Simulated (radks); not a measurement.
The numbers below are computed, except where a source is named.
Problem. The calcium ion Ca2+, [Ar]. Code: a radial shooting solver on a logarithmic mesh with Libxc functionals. Model: non-relativistic Kohn-Sham, exchange-only B88, spin-polarised, spherical densities, point nucleus. Every spin shell is full or empty, so the densities are truly spherical. Functionals are evaluated on that one density, not self-consistently. Rank these orbital-free kinetic functionals by their error against the exact value of the orbitals, and give that value: Thomas-Fermi, von Weizsacker, TF + vW, TF + vW/9, LC94, APBEK, revAPBEK, Thakkar, Pearson, LKT, PG1, DePristo-Kress, Ernzerhof.

Solution. Exact: 676.131 hartree. From best to worst, with 100 (|E| - |E exact|)/|E exact| (equal figures are ties): DePristo-Kress +0.03, LC94 +0.09, Ernzerhof -0.10, Thakkar -0.20, APBEK +0.21, revAPBEK +0.52, TF + vW/9 -0.64, Pearson -1.40, Thomas-Fermi -6.94, PG1 +22.49, LKT +27.99, von Weizsacker -43.28, TF + vW +49.78.
